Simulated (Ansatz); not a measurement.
`C[SiH](O)[Si](O)(F)F`, charge 0, multiplicity 1.

(1) Give a relaxed structure at PBE0-D4/def2-TZVP (Ansatz 0.2.0). (Best estimate.)

## Answers

(1) The calculation gave: 
```xyz
13

C     0.6692   -0.3858    1.9767
Si    0.2837    0.6625    0.4950
O    -1.0977    1.5079    0.8213
Si   -0.0979   -0.6262   -1.4259
O    -1.0042    0.2754   -2.4348
F    -0.8532   -1.9978   -1.1187
F     1.2416   -1.0826   -2.1613
H    -0.1332   -1.1012    2.1675
H     1.5976   -0.9414    1.8220
H     0.7910    0.2426    2.8623
H     1.4213    1.5788    0.1914
H    -1.5266    1.9458    0.0840
H    -1.2915   -0.0780   -3.2794
```
This is one stationary point; other conformers may exist.
